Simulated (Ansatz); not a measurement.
```yaml
crystal:
  periodic: [false, false, false]
  atoms:
    - {symbol: O, position_ang: [-1.099095, -0.614803, 1.704534]}
    - {symbol: Si, position_ang: [-0.533369, -1.208987, 0.715380]}
    - {symbol: C, position_ang: [0.005935, -0.267653, 0.078429]}
    - {symbol: C, position_ang: [0.267817, 0.259365, -0.349890]}
    - {symbol: Ge, position_ang: [0.740529, 1.094170, -1.166120]}
    - {symbol: H, position_ang: [-1.549120, -0.237611, 1.380924]}
    - {symbol: H, position_ang: [-1.160340, -1.491675, 0.204366]}
    - {symbol: H, position_ang: [0.196666, -1.524599, 1.034584]}
    - {symbol: H, position_ang: [0.286339, 1.068246, -2.084969]}
    - {symbol: H, position_ang: [1.917405, 0.844491, -1.349216]}
    - {symbol: H, position_ang: [0.713163, 1.870658, -0.549996]}
basis:
  gaussian: {orbitals: cc-pVTZ}
hamiltonian: {xc: {name: r2SCAN50}}
output: {forces: true}
```

```sh
$ ansatz run in.yaml --threads 4 --pin off --events-out ev --progress --plain --max-ram 10444MiB
```

Shortened log:

```
Functional definition: r2SCAN50
  name "r2SCAN50"
  cite "Bursch, Neugebauer, Ehlert & Grimme, J. Chem. Phys. 156, 134105 (2022) doi:10.1063/5.0086040"
  cite "Furness, Kaplan, Ning, Perdew & Sun, J. Phys. Chem. Lett. 11, 8208 (2020) doi:10.1021/acs.jpclett.0c02405"
  cite "Furness, Kaplan, Ning, Perdew & Sun, J. Phys. Chem. Lett. 11, 9248 (2020) doi:10.1021/acs.jpclett.0c03077"
  parent r2scan
  parameter a = 0.5
  parameter k0 = 0.174
  parameter k1 = 0.065
  parameter a1 = 4.9479
  exchange = (1 - a)*r2scan_x(k0 = k0, k1 = k1, a1 = a1) + a*exact_x
  correlation = r2scan_c
1688 factors; their error is unknown
mean field evaluation 1: about -68483.8699 eV, gradient 1.2e2 eV
mean field evaluation 2: about -68461.2539 eV, gradient 1.5e2 eV
mean field evaluation 4: about -68507.8871 eV, gradient 9.6e0 eV
mean field evaluation 8: about -68508.0084 eV, gradient 1.8e-1 eV
mean field evaluation 16: about -68508.5234 eV, gradient 4.6e-4 eV
mean field -68508.52344711 eV, -2517.6417999363 hartree, gradient 2.4e-5 eV, S^2 0.000000; 0 other end points of the search recorded, 0 dependent functions left out
the calculation of the forces begins
reference -68508.52345506 eV, -2517.6418002284 hartree; 36, 36 occupied and 215, 215 virtual orbitals, 1688 factors
Total energy: -68508.52345506 eV, -2517.6418002284 hartree
Atom 0 at    -1.099095    -0.614803     1.704534 Å, force    12.612832   -10.207341    48.506644 eV/Å
Atom 1 at    -0.533369    -1.208987     0.715380 Å, force   -10.799716   -12.233271    14.182859 eV/Å
Atom 2 at     0.005935    -0.267653     0.078429 Å, force   -60.616803  -126.918573   106.102838 eV/Å
Atom 3 at     0.267817     0.259365    -0.349890 Å, force    59.101808   121.619172   -94.476214 eV/Å
Atom 4 at     0.740529     1.094170    -1.166120 Å, force    27.858784    17.751821   -33.311088 eV/Å
Atom 5 at    -1.549120    -0.237611     1.380924 Å, force   -31.924307    27.228672   -18.996336 eV/Å
Atom 6 at    -1.160340    -1.491675     0.204366 Å, force   -40.343544   -21.028272   -33.626349 eV/Å
Atom 7 at     0.196666    -1.524599     1.034584 Å, force    46.903435   -24.339854    20.496013 eV/Å
Atom 8 at     0.286339     1.068246    -2.084969 Å, force   -13.563001     0.162294   -27.645156 eV/Å
Atom 9 at     1.917405     0.844491    -1.349216 Å, force    11.404966    -2.143282    -2.023987 eV/Å
Atom 10 at     0.713163     1.870658    -0.549996 Å, force    -0.634454    30.108632    20.790775 eV/Å
Dipole moment:    -0.238446    -0.012113    -0.171808 e Å
```

Q: Something in this input is off. What?

A: The geometry is squeezed to about two thirds of its size. The calculation finished and met its thresholds. The result belongs to that input, not to the molecule as meant.

Scalar relativity is left out up to krypton.
